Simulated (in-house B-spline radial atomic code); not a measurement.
Configurations of Ho⁺, with energies counted from [Xe] 4f11 6s1. All numbers are computed (scalar-relativistic (X2C) HSE06, spin-polarised, spherical fractional occupations, exact exchange averaged over the configuration; Fermi nucleus of rms radius 5.2022 fm) with a radial B-spline atomic code at the basis-set limit, not measured. Shells without spins written out take the highest spin.

Occupations are held fixed; configurations that lie above the ionisation limit could autoionise.

```
                configuration  E - E(ref) (eV)  highest orbital  its <r> (bohr)
            [Xe] 4f10 6s1 6p1           4.9198            6p up           4.193
            [Xe] 4f10 6s1 7s1           8.8061            7s up           7.166
                [Xe] 4f11 7f1           10.101            7f up           22.23
            [Xe] 4f10 5f1 6s1           11.086            5f up           7.872
    [Kr] 4d9 4f11 5s2 5p6 6s2           160.49          6s down           3.455
[Kr] 4d9 4f11 5s2 5p6 6s1 6d1           168.46            6d up           6.781
```

(1) Order these further configurations by energy, lowest first.
A. [Xe] 4f10 6s1 7d1
B. [Xe] 4f10 6s1 6d1
C. [Kr] 4d9 4f11 5s2 5p6 6s1 6p1
D. [Xe] 4f11 7s1
E. [Xe] 4f11 5d1

(2) How far above the reference does [Kr] 4d9 4f11 5s2 5p6 5d1 6s1 lie?

Results:

(1) E (2.2474 eV), D (6.1755 eV), B (9.6618 eV), A (11.683 eV), C (163.71 eV).

(2) 160.78 eV; its least bound orbital is 5d up with <r> = 2.482 bohr.
